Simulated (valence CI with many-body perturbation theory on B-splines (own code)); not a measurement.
## Forbidden lines of Lu30+

Calculated by valence CI with perturbative core correlation (CI+MBPT): five valence electrons over a frozen Dirac-Fock core [Kr], a basis of 7 s, 7 p, 8 d, 6 f, 4 g, 1 h functions for each j, with the one-electron correlation potential Σ1 (screened to all orders), the two-electron term Σ2, the three-electron term Σ3, Breit, model QED; selected single and double excitations, second order for the rest (own B-spline code, finite nucleus).

No measured spectrum was set against this ion. As an estimate, large intervals hold to a few tenths of a per cent, small ones and those within an open d or f shell to about a per cent. Only levels of the ground parity were solved; by the run's estimate the other parity begins above the list, which can be wrong where configurations are misplaced.

Lines 1 to 50 of 120 in falling wavelength, among levels below 501910 cm⁻¹, chosen from the decays that carry over 1 % of a level's rate. Wavelengths and rates use the calculated energies. Electric multipoles are in the length gauge, E1 and E2 with the static RPA response of the core. Weak lines are less certain than strong ones. Lines between different terms over intervals too small for the method are left out, as are lines whose strength nearly cancels. Branching is blank where the lifetime is uncertain.

Levels are named by their leading jj configuration (3d3/2^4 stands for four electrons in 3d with j = 3/2), which in mixed levels can hold well under half, so a name can repeat and another be missing. Letters in brackets count levels of one name in rising energy.

```csv
λ vac (Å),Upper,Lower,Type,A (s⁻¹),Branch %
14130,(4d3/2^3 4d5/2^2) J=11/2,(4d3/2^3 4d5/2^2) J=7/2 [a],E2,2.47e-07,
9466,(4d3/2^3 4d5/2^2) J=9/2,(4d3/2^3 4d5/2^2) J=11/2,M1,1.28e+01,15.0
6367,(4d3/2^3 4d5/2^2) J=7/2 [b],(4d3/2^3 4d5/2^2) J=5/2 [b],M1,3.16e+01,3.1
5669,(4d3/2^3 4d5/2^2) J=9/2,(4d3/2^3 4d5/2^2) J=7/2 [a],M1,6.91e+01,81.4
4881,(4d3/2^3 4d5/2^2) J=5/2 [b],(4d3/2^3 4d5/2^2) J=3/2 [a],M1,8.79e+01,2.7
3800,(4d3/2^3 4d5/2^2) J=1/2,(4d3/2^3 4d5/2^2) J=3/2 [a],M1,5.34e+02,98.2
2865,(4d3/2^3 4d5/2^2) J=7/2 [a],(4d3/2^3 4d5/2^2) J=5/2 [a],M1,5.00e+02,4.8
2744,(4d3/2^2 4d5/2^3) J=1/2 [a],(4d3/2^3 4d5/2^2) J=3/2 [b],M1,5.27e+02,1.7
2519,(4d3/2^3 4d5/2^2) J=7/2 [b],(4d3/2^3 4d5/2^2) J=7/2 [a],M1,1.70e+02,16.4
2140,(4d3/2^3 4d5/2^2) J=3/2 [b],(4d3/2^3 4d5/2^2) J=1/2,M1,1.49e+02,2.7
2121,(4d3/2^2 4d5/2^3) J=5/2 [b],(4d3/2^3 4d5/2^2) J=3/2 [b],M1,6.61e+02,2.4
2082,(4d3/2^2 4d5/2^3) J=1/2 [b],(4d3/2^2 4d5/2^3) J=3/2 [a],M1,1.00e+03,3.1
2031,(4d3/2^2 4d5/2^3) J=7/2 [b],(4d3/2^2 4d5/2^3) J=7/2 [a],M1,3.36e+02,3.4
1996,(4d3/2^2 4d5/2^3) J=9/2 [c],(4d3/2^2 4d5/2^3) J=9/2 [b],M1,9.97e+02,7.6
1903,(4d3/2^3 4d5/2^2) J=3/2 [b],(4d3/2^3 4d5/2^2) J=5/2 [b],M1,3.75e+02,6.7
1698,(4d3/2^3 4d5/2^2) J=5/2 [b],(4d3/2^3 4d5/2^2) J=5/2 [a],M1,2.92e+03,89.3
1553,(4d3/2^2 4d5/2^3) J=3/2 [c],(4d3/2^2 4d5/2^3) J=1/2 [b],M1,6.66e+02,3.9
1491,(4d3/2^2 4d5/2^3) J=9/2 [a],(4d3/2^3 4d5/2^2) J=7/2 [b],M1,1.87e+03,11.3
1372,(4d3/2^2 4d5/2^3) J=7/2 [a],(4d3/2^3 4d5/2^2) J=5/2 [b],M1,3.79e+03,15.6
1369,(4d3/2^3 4d5/2^2) J=3/2 [b],(4d3/2^3 4d5/2^2) J=3/2 [a],M1,9.62e+02,17.3
1365,(4d3/2^2 4d5/2^3) J=5/2 [c],(4d3/2^3 4d5/2^2) J=3/2 [b],M1,4.70e+03,12.9
1294,(4d3/2^3 4d5/2^2) J=5/2 [a],(4d3/2^4 4d5/2) J=5/2,M1,1.78e+04,100.0
1293,(4d3/2^2 4d5/2^3) J=5/2 [a],(4d3/2^3 4d5/2^2) J=7/2 [a],M1,3.75e+03,7.7
1280,(4d3/2^2 4d5/2^3) J=3/2 [b],(4d3/2^2 4d5/2^3) J=5/2 [a],M1,7.77e+02,5.2
1267,(4d3/2^2 4d5/2^3) J=3/2 [b],(4d3/2^3 4d5/2^2) J=3/2 [b],M1,1.67e+02,1.1
1262,(4d3/2^2 4d5/2^3) J=7/2 [a],(4d3/2^3 4d5/2^2) J=9/2,M1,5.71e+03,23.5
1220,(4d3/2 4d5/2^4) J=7/2 [a],(4d3/2^2 4d5/2^3) J=5/2 [c],M1,3.27e+03,5.5
1214,(4d3/2^2 4d5/2^3) J=3/2 [c],(4d3/2^2 4d5/2^3) J=5/2 [c],M1,4.47e+02,2.6
1202,(4d3/2^2 4d5/2^3) J=1/2 [a],(4d3/2^3 4d5/2^2) J=1/2,M1,1.11e+04,36.5
1191,(4d3/2^2 4d5/2^3) J=5/2 [b],(4d3/2^3 4d5/2^2) J=7/2 [b],M1,2.75e+03,10.0
1188,(4d3/2^2 4d5/2^3) J=11/2,(4d3/2^3 4d5/2^2) J=9/2,M1,2.48e+03,14.6
1148,(4d3/2 4d5/2^4) J=5/2 [a],(4d3/2^2 4d5/2^3) J=3/2 [a],M1,4.47e+03,5.1
1137,(4d3/2^2 4d5/2^3) J=5/2 [d],(4d3/2^2 4d5/2^3) J=5/2 [c],M1,3.89e+02,1.1
1118,(4d3/2^2 4d5/2^3) J=9/2 [c],(4d3/2^2 4d5/2^3) J=11/2,M1,2.00e+02,1.5
1112,(4d3/2^2 4d5/2^3) J=3/2 [a],(4d3/2^3 4d5/2^2) J=1/2,M1,1.75e+03,3.3
1104,(4d3/2 4d5/2^4) J=7/2 [a],(4d3/2^2 4d5/2^3) J=9/2 [b],M1,3.61e+03,6.0
1087,(4d3/2^2 4d5/2^3) J=7/2 [c],(4d3/2^2 4d5/2^3) J=5/2 [a],M1,2.37e+02,1.1
1055,(4d3/2^2 4d5/2^3) J=11/2,(4d3/2^3 4d5/2^2) J=11/2,M1,1.45e+04,85.4
1044,(4d3/2^2 4d5/2^3) J=3/2 [a],(4d3/2^3 4d5/2^2) J=5/2 [b],M1,7.42e+03,13.9
1032,(4d3/2^2 4d5/2^3) J=7/2 [a],(4d3/2^3 4d5/2^2) J=7/2 [a],M1,8.71e+03,35.9
1013,(4d3/2 4d5/2^4) J=11/2,(4d3/2^2 4d5/2^3) J=9/2 [b],M1,3.61e+03,7.1
1003,(4d3/2^2 4d5/2^3) J=9/2 [a],(4d3/2^3 4d5/2^2) J=11/2,M1,5.74e+03,34.7
1003,(4d3/2^2 4d5/2^3) J=5/2 [b],(4d3/2^3 4d5/2^2) J=5/2 [b],M1,1.18e+04,42.8
985.2,(4d3/2^2 4d5/2^3) J=9/2 [b],(4d3/2^3 4d5/2^2) J=7/2 [b],M1,3.04e+03,8.0
939.4,(4d3/2^2 4d5/2^3) J=7/2 [b],(4d3/2^3 4d5/2^2) J=7/2 [b],M1,3.09e+03,30.9
936.6,(4d3/2^2 4d5/2^3) J=9/2 [a],(4d3/2^3 4d5/2^2) J=7/2 [a],M1,8.78e+03,53.0
924.8,(4d3/2 4d5/2^4) J=7/2 [a],(4d3/2^2 4d5/2^3) J=5/2 [b],M1,9.66e+03,16.1
921.7,(4d3/2^2 4d5/2^3) J=3/2 [c],(4d3/2^2 4d5/2^3) J=5/2 [b],M1,3.63e+02,2.2
913.4,(4d3/2^2 4d5/2^3) J=1/2 [a],(4d3/2^3 4d5/2^2) J=3/2 [a],M1,1.88e+04,61.7
909.3,(4d3/2 4d5/2^4) J=5/2 [a],(4d3/2^2 4d5/2^3) J=7/2 [a],M1,1.56e+04,17.9
```
